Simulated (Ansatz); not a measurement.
# Redistribution: CH3I + C4H10S → CH4S + C4H9I

Species: CH3I (methyl iodide) `CI`, singlet; C4H10S `CC(C)(C)S`, singlet; CH4S (methanethiol) `CS`, singlet; C4H9I (tert-butyl iodide) `CC(C)(C)I`, singlet. The partners trade I for SH; both sit on C, so the bond types are kept.

Shapes, held fixed at every level: PBE0-D4/def2-TZVP. Flexible molecules stand in one conformer, not always the lowest. Programs: Ansatz 0.2.0. The zero-point and thermal change to 298 K, harmonic and unscaled (PBE0-D4/def2-TZVP), is +0.7 kJ/mol.

Estimate the reaction enthalpy at 298 K.

From tabulated heats of formation (Active Thermochemical Tables, CRC Handbook of Chemistry and Physics), ΔH(298 K) = -0.4 kJ/mol. All levels lie within 4 kJ/mol, near the uncertainty of the heats themselves, so they can't be ranked here. The heats of C4H9I come from older tables and can be uncertain by 10 kJ/mol or more. For atoms past krypton def2 sets carry core potentials with scalar relativity. Correlated rows may include outer-core shells of I, which these sets cover unevenly.

| level | kind | ΔH (kJ/mol) | computed − measured |
| --- | --- | --- | --- |
| HF/def2-SVP | Hartree–Fock | +1.8 | +2.2 |
| HF/def2-TZVPP | Hartree–Fock | +1.2 | +1.5 |
| BHLYP-D4/def2-TZVPP | global hybrid | -2.1 | -1.8 |
| PBE0-D4/def2-TZVPP | global hybrid | -1.5 | -1.2 |
| wB97X-V/def2-TZVPP | range-separated hybrid | +0.7 | +1.1 |
| MP2/def2-SVP | perturbation theory | +0.3 | +0.7 |
| CCSD/def2-TZVPP | coupled cluster or CI | -0.9 | -0.5 |
| CCSD(T)/def2-TZVPP | coupled cluster or CI | -1.7 | -1.3 |
